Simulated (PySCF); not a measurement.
# `[S-][C@H]1[C@H](C2(C#C)CC2)C1`, [C₈H₉S]-, charge -1

Molfile (atoms numbered from 1):
```
C8H9S
     RDKit          3D

 18 19  0  0  0  0  0  0  0  0999 V2000
    1.7951    1.8929   -1.5907 C   0  0  0  0  0  0  0  0  0  0  0  0
    1.2525    1.0197   -0.9716 C   0  0  0  0  0  0  0  0  0  0  0  0
    0.5733   -0.0043   -0.2374 C   0  0  0  0  0  0  0  0  0  0  0  0
   -0.9199    0.1684   -0.2409 C   0  0  2  0  0  0  0  0  0  0  0  0
   -1.6093    0.8904    0.8877 C   0  0  0  0  0  0  0  0  0  0  0  0
   -1.8492   -0.5829    0.6822 C   0  0  1  0  0  0  0  0  0  0  0  0
   -3.3904   -1.2124    0.0987 S   0  0  0  0  0  0  0  0  0  0  0  0
    1.3003   -0.5692    0.9571 C   0  0  0  0  0  0  0  0  0  0  0  0
    1.1702   -1.3933   -0.2843 C   0  0  0  0  0  0  0  0  0  0  0  0
    2.2563    2.6608   -2.1370 H   0  0  0  0  0  0  0  0  0  0  0  0
   -1.3144    0.3656   -1.2338 H   0  0  0  0  0  0  0  0  0  0  0  0
   -1.0011    1.2103    1.7274 H   0  0  0  0  0  0  0  0  0  0  0  0
   -2.4045    1.5779    0.6347 H   0  0  0  0  0  0  0  0  0  0  0  0
   -1.3788   -1.2414    1.4136 H   0  0  0  0  0  0  0  0  0  0  0  0
    0.7159   -0.8455    1.8217 H   0  0  0  0  0  0  0  0  0  0  0  0
    2.2714   -0.1556    1.1979 H   0  0  0  0  0  0  0  0  0  0  0  0
    0.4711   -2.2157   -0.2758 H   0  0  0  0  0  0  0  0  0  0  0  0
    2.0526   -1.5593   -0.8878 H   0  0  0  0  0  0  0  0  0  0  0  0
  1  2  3  0
  2  3  1  0
  3  4  1  0
  4  5  1  0
  5  6  1  0
  6  7  1  0
  3  8  1  0
  8  9  1  0
  9  3  1  0
  6  4  1  0
  1 10  1  0
  4 11  1  6
  5 12  1  0
  5 13  1  0
  6 14  1  1
  8 15  1  0
  8 16  1  0
  9 17  1  0
  9 18  1  0
M  CHG  1   7  -1
M  END
```

The calculation used PySCF, TDDFT wB97X-D/def2-SVPD circular dichroism and optical rotation, one conformer, gas phase. Geometry: GFN2-xTB.

The molecule is flexible and this is one conformer; a measurement averages over conformers. For a gas-phase anion, states above the detachment energy (about 1.9 eV, taken as minus the energy of the highest occupied orbital) lie in the continuum and depend on the basis.

Stereocentres: C4 S, C6 R.

Q: Give the optical rotatory dispersion at 633, 589.3, 546, 436, 405, 365, 355 nm.

A: [α] in deg dm⁻¹ (g/mL)⁻¹:
```tsv
λ (nm)	origin-invariant length gauge	modified velocity gauge	length gauge (centre of mass)	isotropic polarisability (au)
633	-8.8	-39.9	-4.6	137.5
589.3	-3.2	-40.2	+1.8	138.7
546	+7.7	-36.9	+14.1	140.2
436	+128.4	+47.2	+142.3	147.2
405	+251.1	+150.6	+270.1	151.0
365	+680.7	+546.1	+712.5	159.0
355	+915.3	+772.2	+952.4	162.0
```

Where the gauges differ in sign the basis doesn't settle the rotation.

Q: And for the mirror image at 589.3 nm?

A: +3.2 deg dm⁻¹ (g/mL)⁻¹ (origin-invariant length gauge): the same size and the opposite sign.

Q: What is the molar rotation [Φ] = [α]·M/100 of the geometry above at 589.3 nm?

A: With M = 137.22 g/mol, -4.5 deg cm² dmol⁻¹ (origin-invariant length gauge).

The first excitation lies at 4.13 eV (300 nm) with R = +10.6 × 10⁻⁴⁰ esu² cm² (velocity form).
